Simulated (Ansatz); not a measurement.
# AlFGeH3Si+: where a starting geometry ends

The starting geometry of this gas-phase singlet was optimised with GFN2-xTB.

```csv
atom,x (Å),y (Å),z (Å)
Al,-1.0532,-0.4357,-2.4376
F,-2.1494,-1.6312,-2.6317
Ge,0.6008,1.3268,-2.7479
Si,0.9717,0.5341,-0.4266
H,-0.7059,2.0261,-2.0307
H,0.1323,0.4428,0.7902
H,2.2916,0.2039,0.1605
```

Problem. Where would you expect an optimisation with BLYP-D3(BJ)/def2-SVP to take it?

Solution. A new bond forms, giving a structure with H5 bridging Ge3 and Al1, given below by its coordinates. Contacts that close: Al1–H5 (2.52 → 1.86 Å).

The energy falls by 0.28 eV over 12 steps:

```tsv
step	E − E(last) (eV)
1	0.279
2	0.159
3	0.088
5	0.033
6	0.010
7	0.005
8	0.001
10	0.000
11	0.000
12	0.000
```

Final geometry (Å):

```xyz
7

Al   -0.8165   -0.3322   -2.3532
F    -2.1257   -1.3391   -2.3950
Ge    0.7638    1.5164   -2.6604
Si    0.9562    0.5745   -0.4233
H    -0.9470    1.5132   -2.1898
H    -0.0485    0.4400    0.6887
H     2.3055    0.0940    0.0090
```

Frequencies at the end are all real (lowest 90 cm⁻¹). Run with Ansatz 0.2.0, 17 s on 1 thread of Intel(R) Xeon(R) 6975P-C (Granite Rapids), on a shared host.
